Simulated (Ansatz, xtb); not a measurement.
## Cl2GaNSi: which of two isomers lies lower

Structure X: `Cl[Si](Cl)=[N][Ga]`, a singlet. Structure Y: `[Si]=[N][Ga]([Cl])[Cl]`, a singlet. Both are isolated molecules in the gas phase, relaxed with B3LYP-D3(BJ)/def2-SVP; the shapes shown needn't be the lowest conformers.

X (Å):

```yaml
atoms:
  - { symbol: Cl, position_ang: [-1.0474, 1.8604, 0.0257] }
  - { symbol: Cl, position_ang: [-1.2576, 1.8022, 3.3051] }
  - { symbol: Ga, position_ang: [1.9034, -1.6976, 1.7899] }
  - { symbol: N, position_ang: [0.6836, -0.2906, 1.7457] }
  - { symbol: Si, position_ang: [-0.3502, 0.9042, 1.7004] }
```

Y (Å):

```xyz
5

Cl   -0.5987   -0.6052    2.8205
Cl   -0.7495    2.8516    1.6491
Ga    0.4222    1.0808    1.9685
N     2.1748    1.0136    1.5428
Si    3.7093    0.9569    1.1696
```

Quicker runs give these differences E(Y) − E(X): GFN2-xTB −45.0 kJ/mol; HF/STO-3G −392.4 kJ/mol (at GFN2-xTB geometries); r2SCAN-D4/def2-SVP −63.2 kJ/mol (at GFN2-xTB geometries).

Estimate E(Y) − E(X) at the level CCSD(T)/def2-SVP + ΔMP2/def2-TZVPP.

Calculated at CCSD(T)/def2-SVP + ΔMP2/def2-TZVPP: E(Y) − E(X) = −68.5 kJ/mol, so structure Y lies lower.

Level by level:

```tsv
level	geometry	E(Y) − E(X) (kJ/mol)	departure from the last row (kJ/mol)	job, with rough time for the two
GFN2-xTB	GFN2-xTB	−45.0	+23.5	optimisation, 0.39 s
HF/STO-3G	GFN2-xTB	−392.4	−324.0	single point, 3.2 s
r2SCAN-D4/def2-SVP	GFN2-xTB	−63.2	+5.2	single point, 4.6 s
B3LYP-D3(BJ)/def2-SVP	B3LYP-D3(BJ)/def2-SVP	−50.9	+17.6	optimisation, 28 s
HF/def2-SVP	B3LYP-D3(BJ)/def2-SVP	−107.4	−38.9	part of the CCSD(T) run
MP2/def2-SVP	B3LYP-D3(BJ)/def2-SVP	−107.1	−38.6	part of the CCSD(T) run
CCSD(T)/def2-SVP	B3LYP-D3(BJ)/def2-SVP	−107.4	−39.0	single point
CCSD(T)/def2-SVP + ΔMP2/def2-TZVPP	B3LYP-D3(BJ)/def2-SVP	−68.5		single point, 38 s
```

As drawn, Y has 2 Cl–Ga in place of 2 Cl–Si.

The levels shown agree on the order. The largest departure from CCSD(T)/def2-SVP + ΔMP2/def2-TZVPP is that of HF/STO-3G, 324.0 kJ/mol. The last row adds to CCSD(T) the change of the MP2 difference between the two basis sets, here +39.0 kJ/mol, a large step that makes the value less sure.

With harmonic frequencies from B3LYP-D3(BJ)/def2-SVP (ideal gas, rigid rotor, one conformer each, 400 K, 1 atm): on the last row, ΔE + ΔZPE = −69.6 kJ/mol. A mode under 50 cm⁻¹ makes harmonic enthalpies and free energies unreliable, so none is given.

The correlated steps freeze 25 core orbitals; the filled d shell of Ga is correlated, in a basis made for valence electrons. Programs: Ansatz 0.2.0, xtb 6.7.1; the last row on 1 thread of Intel(R) Xeon(R) Platinum 8488C (Sapphire Rapids) on a shared host.
